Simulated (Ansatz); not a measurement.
Program: Ansatz. Geometries: PBE0-D4/def2-TZVP. ΔE: electronic, gas phase. CCSD(T)/CBS adds triple-zeta CCSD(T) − MP2 to the extrapolated MP2 energy (def2 sets, frozen cores). This one scheme is used for every species. For Br, Ge outer-core shells are correlated without core-valence functions, which leaves a few kJ/mol of doubt a bond. Scalar relativity is left out up to krypton. One conformer a species, not always the lowest.

Consider the ligand exchange at a Ge–Br bond: `[Cl][GeH]([Cl])[Br]` + H₂S → `[SH][GeH]([Cl])[Cl]` + HBr.

`[Cl][GeH]([Cl])[Br]`:

```xyz
5

Cl    1.234   -0.534   -1.604
Ge   -0.025    0.145   -0.028
Cl   -1.913   -0.820   -0.223
Br    0.905   -0.449    1.968
H    -0.200    1.658   -0.114
```

H₂S:

Cartesian coordinates in Å:
```
S -0.066 -0.614 -0.054
H 0.474 0.335 -0.833
H -0.408 0.279 0.887
```

`[SH][GeH]([Cl])[Cl]`:

Z-matrix (Å, degrees):
```
Ge
Cl 1 2.133
Cl 1 2.142 2 108.7
S 1 2.198 2 105.5 3 -118.9
H 1 1.530 2 109.4 3 116.7
H 4 1.345 1 92.7 2 177.5
```

HBr:

Z-matrix (Å, degrees):
```
Br
H 1 1.420
```

| species | SCS-MP2/def2-QZVPP energy (Eh) |
| --- | --- |
| `[Cl][GeH]([Cl])[Br]` | -5569.04943 |
| H₂S | -398.93269 |
| `[SH][GeH]([Cl])[Cl]` | -3394.36875 |
| HBr | -2573.60185 |

**Question.** Work out ΔE.

**Answer.** ΔE = (-3394.36875) + (-2573.60185) − (-5569.04943) − (-398.93269) = 0.01152 Eh = +30.2 kJ/mol. CCSD(T)/CBS gives +28.9 kJ/mol.

Largest T1 diagnostic among the species: 0.010.

Leaving LDA and LC-ωPBE aside and taking each functional with its dispersion term where it has one, the values, not all of them listed here, spread over 7.2 kJ/mol, from revPBE-D4 to BHLYP-D4. In def2-TZVPP, CCSD(T) changes the Hartree–Fock value by −9.2 kJ/mol (the triples alone add −1.4 kJ/mol) and MP2 by −8.6 kJ/mol.
